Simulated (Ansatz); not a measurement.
Species: C4H9O, charge 0, multiplicity 2. It need not be the lowest isomer of its formula. 
Geometry from a B3LYP-D3(BJ)/def2-TZVP (Ansatz, a quantum-chemistry and plane-wave program) optimisation:
```xyz
14

C     -0.0533     1.5629     0.2198
C     -0.4098     0.0848     0.2593
C     -1.7178    -0.2287    -0.4400
O      0.6073    -0.6907    -0.3997
C      1.7538    -0.8813     0.2902
H      0.9124     1.7403     0.6935
H     -0.8098     2.1496     0.7440
H      0.0008     1.9095    -0.8139
H     -0.4591    -0.2531     1.3023
H     -1.6641     0.0657    -1.4896
H     -1.9352    -1.2957    -0.3915
H     -2.5378     0.3162     0.0299
H      2.4804    -1.4899    -0.2260
H      1.7165    -0.8427     1.3739
```
Charge 0, spin multiplicity 2.

Basis-set convergence of Hartree-Fock and CCSD correlation energies (hartree) with Ansatz. Valence correlation only, unless marked. Open shells are spin-unrestricted. No spin-orbit coupling. Non-relativistic.

| basis | functions | E(HF) | E(corr, CCSD) |
|---|---|---|---|
| cc-pVDZ | 115 | -231.53319 | -0.79931 |
| cc-pVTZ | 276 | -231.60325 | -0.96292 |
| cc-pVQZ | 545 | -231.61936 | -1.01370 |

Extrapolating the two largest sets (X = 3 and 4) as X^-3: E(corr) = (64·(-1.01370) - 27·(-0.96292))/37 = -1.0508 Eh, an estimate of the basis-set limit. The largest set recovers 96.5 % of it, the smallest 76.1 %.
